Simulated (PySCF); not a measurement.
Field gradients at the hydrogen positions

C8H10Si.
Geometry (GFN2-xTB, Å), atoms numbered from 1 in this order:
```xyz
19
C8H10Si angstrom
C     -1.1121    2.8284    0.8587
C     -0.8280    1.6948    0.5712
C     -0.4429    0.3937    0.2518
C     -1.0632   -0.6895   -0.2640
Si    -2.8053   -1.0659   -0.8189
C      0.1924   -1.5308   -0.2172
C      0.9126   -0.2851    0.3747
C      1.9877    0.3041   -0.4673
C      3.1787    0.6562   -0.0186
H     -1.3842    3.8112    1.1040
H     -2.7693   -1.4995   -2.2197
H     -3.3385   -2.1543    0.0075
H     -3.6157    0.1411   -0.6694
H      0.1470   -2.3894    0.4518
H      0.5692   -1.8546   -1.1869
H      1.2525   -0.4139    1.4050
H      1.7262    0.4490   -1.5081
H      3.9271    1.0860   -0.6622
H      3.4561    0.5277    1.0152
```

Level: PBE0/pcSseg-1 (PySCF, non-relativistic); Q(2H) = 0.00286 b; rigid geometry, the same for H and D, with no vibrational averaging.

Task: Rank these positions by the coupling χzz of a deuteron there, largest first.
A. H16 (methine hydrogen)
B. H13 (Si–H hydrogen)
C. H10 (alkyne hydrogen)
D. H17 (vinylic hydrogen)
E. H19 (vinylic hydrogen)
F. H14 (methylene hydrogen)

Result: C (267 kHz), E (225 kHz), D (216 kHz), F (210 kHz), A (203 kHz), B (110 kHz).

Task: Tabulate Vzz, the asymmetry η and χzz = 234.96 MHz × Q × Vzz for every hydrogen position.

Result: 
| atom | bonded to | bond length (Å) | Vzz (au) | η | χzz (kHz) |
| --- | --- | --- | --- | --- | --- |
| H10 | C1 | 1.049 | 0.3967 | 0.00 | 267 |
| H11 | Si5 | 1.467 | 0.1603 | 0.01 | 108 |
| H12 | Si5 | 1.467 | 0.1603 | 0.01 | 108 |
| H13 | Si5 | 1.461 | 0.1637 | 0.00 | 110 |
| H14 | C6 | 1.089 | 0.3118 | 0.00 | 210 |
| H15 | C6 | 1.090 | 0.3099 | 0.01 | 208 |
| H16 | C7 | 1.093 | 0.3020 | 0.03 | 203 |
| H17 | C8 | 1.083 | 0.3217 | 0.06 | 216 |
| H18 | C9 | 1.077 | 0.3380 | 0.05 | 227 |
| H19 | C9 | 1.078 | 0.3352 | 0.06 | 225 |

Task: Average by the element that carries the hydrogen.

Result: on C: 222 kHz over 7 positions, mean bond length 1.080 Å; on Si: 108 kHz over 3 positions, mean bond length 1.465 Å.

Task: How does χzz go with the bond length over the 7 C–H bonds?

Result: A straight-line fit has a slope of -14.4 kHz for each 0.01 Å, with a correlation coefficient of -1.00, over lengths from 1.049 to 1.093 Å. The longer bonds have the smaller couplings here.

Geometry: GFN2-xTB, one conformer, isolated molecule. GFN2-xTB bond lengths can be off by several hundredths of an ångström, more for odd bonds, and the gradients follow them. These gradients aren't converged with respect to the basis.
